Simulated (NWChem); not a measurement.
CBrCl3; SMILES ClC(Br)(Cl)Cl

```xyz
5

Cl     0.2029     1.6553     1.0030
C      0.0000     0.0000     0.4213
Cl    -1.5350    -0.6519     1.0030
Cl     1.3321    -1.0033     1.0030
Br     0.0000     0.0000    -1.5276
```
Atoms are numbered in this order, from 1.

Computed with NWChem. Structure relaxed at the PBE0/def2-SVP level. Level: M05-2X/def2-SVP with SMD (1 M gas to 1 M solution), gas-phase geometry.

For solvent cyclohexane:

solvation free energy (kcal/mol): -4.2
cavity-dispersion-structure term (kcal/mol): -4.0

Problem. How do the values read with solvent water instead?

Solution. 
- solvation free energy (kcal/mol) = 0.4
- cavity-dispersion-structure term (kcal/mol) = 0.7
